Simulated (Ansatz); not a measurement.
Species: C$_{4}$H$_{7}$NSi, SMILES `C=C[C@@H]([SiH3])C#N` (charge 0, multiplicity 1).

Task: Give a relaxed geometry from Ansatz (a program for electronic structure) with B3LYP-D3(BJ)/def2-TZVP.

Result: One answer among several that fit: the end point of this relaxation, one of several conformers (outside a Z-matrix the atoms follow the SMILES, hydrogens last).
Bonds (Å): C1–C2 1.326, C1–H7 1.084, C1–H8 1.081, C2–C3 1.507, C2–H9 1.085, C3–Si4 1.922, C3–C5 1.452, C3–H10 1.094, Si4–H11 1.478, Si4–H12 1.478, Si4–H13 1.477, C5–N6 1.151. Angles (°): C2–C1–H7 121.9, C2–C1–H8 121.2, H7–C1–H8 117.0, C1–C2–C3 124.1, C1–C2–H9 120.3, C3–C2–H9 115.5, C2–C3–Si4 109.4, C2–C3–C5 112.7, C2–C3–H10 110.1, Si4–C3–C5 109.3, Si4–C3–H10 106.5, C5–C3–H10 108.6, C3–Si4–H11 109.5, C3–Si4–H12 107.0, C3–Si4–H13 108.5, H11–Si4–H12 110.6, H11–Si4–H13 110.6, H12–Si4–H13 110.5, C3–C5–N6 177.6.
